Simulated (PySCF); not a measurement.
A structure optimised at PBE-D3(BJ)/def2-SVP, used in a PySCF frequency run:

```xyz
9

Si     0.0632     0.1621     0.4352
F      0.0389     1.7669     0.1475
Cl     1.8544    -0.5961    -0.2139
O     -1.1158    -0.5923    -0.4430
C     -2.5081    -0.3797    -0.2524
H     -0.1012    -0.0245     1.9050
H     -2.8158     0.6331    -0.5929
H     -2.8092    -0.4985     0.8135
H     -3.0587    -1.1322    -0.8510
```
Charge 0, spin multiplicity 1.

### Question
Write its SMILES and formula.

### Answer
CO[SiH](F)Cl, CH₄ClFOSi

### Question
What are its rotational constants (standard atomic weights)?

### Answer
5.1821, 1.9812, 1.5406 GHz
